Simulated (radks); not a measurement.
The numbers below are computed, except where a source is named.
Neutral copper, [Ar] 3d10 4s1. Level of theory: non-relativistic Kohn-Sham, exchange-only LDA, spin-polarised, spherical densities, point nucleus (a radial shooting solver on a logarithmic mesh with Libxc functionals). Every spin shell is full or empty, so the densities are truly spherical. Functionals are evaluated on that one density, not self-consistently. Rank these exchange functionals by their error against the exact value of the orbitals, and give that value: LDA, revPBE, RPBE, PW86, OPTX, AM05, SOGGA, G96, EV93, APBE, revTPSS, r2SCAN, MVS.

Answer. Exact: -65.4144 hartree. From best to worst, with 100 (|E| - |E exact|)/|E exact| (equal figures are ties): revTPSS -0.26, revPBE +0.31, MVS +0.33, r2SCAN +0.36, RPBE +0.40, PW86 +0.70, EV93 +0.73, G96 +0.80, APBE +1.01, OPTX +1.14, SOGGA -2.26, AM05 -5.05, LDA -5.59.
